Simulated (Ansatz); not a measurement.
Isolated molecules relaxed with PBE0-D4/def2-TZVP in Ansatz; ΔE leaves out vibrations. CCSD(T)/CBS adds triple-zeta CCSD(T) − MP2 to the extrapolated MP2 energy (def2 sets, frozen cores). This one scheme is used for every species. DFT in def2-TZVPP. Each species was taken in one conformer, which may not be the lowest.

`CSCS[SiH3]` + H₂S → `CSCS` + `[SiH3]S`  (substitution at a C–S bond)

`CSCS[SiH3]`:

```xyz
13

C     1.767   -0.832    0.524
S     1.258    0.220   -0.837
C     0.302    1.454    0.044
S    -1.170    0.855    0.937
Si   -1.998   -0.448   -0.541
H     2.436   -0.301    1.203
H     2.299   -1.676    0.086
H     0.896   -1.198    1.069
H    -0.001    2.182   -0.710
H     0.917    1.964    0.787
H    -1.311   -1.760   -0.625
H    -2.008    0.208   -1.873
H    -3.388   -0.667   -0.065
```

H₂S:

```xyz
3

S    -0.270   -0.506    0.235
H    -0.406    0.809    0.461
H     0.675   -0.303   -0.696
```

`CSCS`:

```xyz
10

C    -0.690    1.309    0.551
S     0.791    0.918   -0.382
C     0.895   -0.850   -0.089
S    -0.464   -1.864   -0.724
H    -0.534    1.164    1.621
H    -0.917    2.358    0.363
H    -1.524    0.695    0.208
H     1.841   -1.172   -0.522
H     0.929   -1.058    0.983
H    -0.328   -1.500   -2.009
```

`[SiH3]S`:

```xyz
6

Si   -0.076    0.172   -0.493
S     0.944   -0.799    1.115
H    -1.390   -0.461   -0.769
H     0.819    0.009   -1.663
H    -0.288    1.614   -0.214
H    -0.008   -0.535    2.026
```

```csv
level,ΔE (kJ/mol)
CAM-B3LYP-D4,2.7
LC-ωPBE,-0.8
CCSD/def2-SVP,4.2
CCSD/def2-TZVPP,1.4
```

What does CCSD(T)/CBS give? (Best estimate.)

Computed: +5.0 kJ/mol. The listed levels differ from it by -2.3, -5.8, -0.8, -3.6 kJ/mol.

Largest T1 diagnostic among the species: 0.011.

In def2-TZVPP, CCSD(T) changes the Hartree–Fock value by +13.7 kJ/mol (the triples alone add +2.6 kJ/mol) and MP2 by +15.9 kJ/mol. The D4 term adds +11.0 kJ/mol with B3LYP and +6.2 kJ/mol with PBE0; it sums over pairs of atoms, weighted by their polarisabilities, and B3LYP, whose exchange is more repulsive, gets the larger term. Leaving LDA and LC-ωPBE aside and taking each functional with its dispersion term where it has one, the values, not all of them listed here, spread over 9.6 kJ/mol, from B2PLYP to revPBE-D4. LDA lies +8.0 kJ/mol from PBE without D4.

B3LYP here is the variant with VWN-RPA as its local correlation; programs differ in this.
